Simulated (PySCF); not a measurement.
**[Yb(CO)]2+ at several levels of theory**

Computed with PySCF 2.14.0 (density fitting, no spin-orbit coupling) at the geometry relaxed with PBE0:

```xyz
3
[Yb(CO)]2+ (singlet)
Yb    0.0000    0.0000   -0.5467
C     0.0000    0.0000    2.1056
O     0.0000    0.0000    3.2199
```

```json
{"level": "PBE0", "basis": "Yb def2-SVP with ECP28, C def2-SVP, O def2-SVP", "state": "singlet", "HOMO (eV)": "-19.45", "gap (eV)": "6.82", "charge on Yb1 (e)": "1.82", "population of f-type functions on Yb1 (core shells left out)": "14.00", "dipole about the centre of mass (D)": "1.52", "largest force component (eV/Å)": "0.00"}
{"level": "PBE0", "basis": "Yb def2-TZVP with ECP28, C def2-TZVP, O def2-TZVP", "state": "singlet", "HOMO (eV)": "-19.37", "gap (eV)": "6.70", "charge on Yb1 (e)": "1.77", "population of f-type functions on Yb1 (core shells left out)": "14.00", "dipole about the centre of mass (D)": "1.49", "largest force component (eV/Å)": "0.67"}
```

Charges are Mulliken's, which hang on the basis. The relaxation used the grid (50, 194), these runs (75, 302) or, all-electron (x2c bases, spin-free X2C Hamiltonian), (99, 590).

**Question.** A further run in the first row's basis gives HOMO (eV) -20.89, gap (eV) 8.79, charge on Yb1 (e) 1.80, population of f-type functions on Yb1 (core shells left out) 14.00, dipole about the centre of mass (D) 1.54, largest force component (eV/Å) 0.28. Which level was it?
A. M06-L
B. CAM-B3LYP

**Answer.** B. The others give HOMO -16.04 eV (M06-L).

In the first row's basis the gap widens with exact exchange: 3.1 eV for M06-L (none); 6.8 eV for PBE0 (a fixed share); 8.8 eV for CAM-B3LYP (rising or full at long range).
